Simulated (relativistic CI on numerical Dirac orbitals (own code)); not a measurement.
N+: what numerical and physical settings do to a radial Dirac CI calculation

Reference input:

```
atom N  Z=7  charge=1  electrons=6
nucleus A=14  rms_radius_fm=2.5582
hamiltonian dirac-coulomb  breit=on  qed=on  c_scale=1
orbitals kli  potential=per-configuration
slater_scale 1
correlation none
mixing on
grid step=0.0125 r_max=34.5
scf mixing=0.4 start=green max_iterations=150 tolerance=2e-08 node_fill=0.05
configurations
  [He] 2s2 2p2
  [He] 2s 2p3
end
```

Computed lowest total energy -53.90985 Ha, first excitation 48.8 cm⁻¹, 20 SCF steps. Runs with settings changed; * marks those that are bad on purpose (the QED terms keep the true α when c is scaled):

```csv
Changed,Outcome,Lowest level,ΔE (Ha),First excitation (cm⁻¹),SCF steps,Message
"grid step 0.04, QED terms off, speed of light × 10",converged,2s²2p² ³P0,0.0243,0.5,20,
"Slater scale 0.6, Breit term off",converged,2s²2p² ³P0,0.0111,56.0,20,
"speed of light × 1.25, Slater scale 1.2",converged,2s²2p² ³P0,0.00192,31.2,20,
nuclear radius 25.582 fm *,converged,2s²2p² ³P0,0.000704,48.8,20,
node fill of the KLI weights 5 *,converged,2s²2p² ³P0,0.0269,55.1,20,
```

With so few configurations and no correlation, terms lie too far apart (by 10 to 50 % near neutrality), their order can be wrong, and levels of other configurations are missing.
